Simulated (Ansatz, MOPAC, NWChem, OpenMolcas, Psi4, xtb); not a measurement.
# How methods differ on InHF2 (SMILES [F][InH][F])

InHF2, singlet, SMILES `[F][InH][F]`. Each level relaxes the structure for itself.

Each level gives the zero-point energy at each level's own minimum (kJ/mol). The values are calculated.

```
                                             level            kind     program  value (kJ/mol)
                                               AM1  semi-empirical       MOPAC            21.9
                                              MNDO  semi-empirical       MOPAC            24.1
                                               PM3  semi-empirical       MOPAC            26.8
                                          GFN1-xTB  semi-empirical         xtb            22.5
                                          HF/3-21G    Hartree–Fock      NWChem            27.3
                    BP86/def2-SVP (core potential)             GGA      NWChem            23.2
                PBE0-D4/def2-TZVP (core potential)   global hybrid      Ansatz            24.6
PBE0-D4/def2-SVP (density fitting, core potential)   global hybrid        Psi4            24.7
                    PBE0/def2-SVP (core potential)   global hybrid  OpenMolcas            24.7
```

All-electron rows without a relativistic Hamiltonian named are non-relativistic, while core potentials hold scalar relativity, so basis and relativity change together. Harmonic and unscaled. The values span 21.9 to 27.3 kJ/mol.
